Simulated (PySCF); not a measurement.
## C (carbon, neutral): r2SCAN calculation

Configuration: [He] 2s2 2p2, high-spin 3P determinant. Computed with PySCF 2.14 in aug-cc-pVDZ-DK (4s3p2d, 23 functions), with scalar relativity by spin-free X2C-1e.

* Total energy: -37.8429 hartree
* One-electron energy: -50.4465 hartree
* Hartree (Coulomb) energy: 17.8103 hartree
* Exchange-correlation energy: -5.2067 hartree
* ⟨S²⟩: 2.0061
* ⟨L²⟩: 2.013
* Sum of ⟨r⟩: 7.171 bohr
* Sum of ⟨r²⟩: 13.99 bohr²
* Traceless quadrupole moment −½Σ⟨3z² − r²⟩ along its main axis: 1.46 e·bohr²
* Langevin diamagnetic susceptibility: -11.1 ×10⁻⁶ cm³/mol
* Time after the integrals: 0.31 s of wall time on 1 thread of Neoverse-N1 (shared host)

```csv
shell,electrons,mean orbital energy (eV),"rms radius, mean of both spins (bohr)"
1s α,1,-277.12,0.314
1s β,1,-276.19,0.314
2s α,1,-15.293,1.76
2s β,1,-12.009,1.76
2p α,2,-6.571,1.95
```
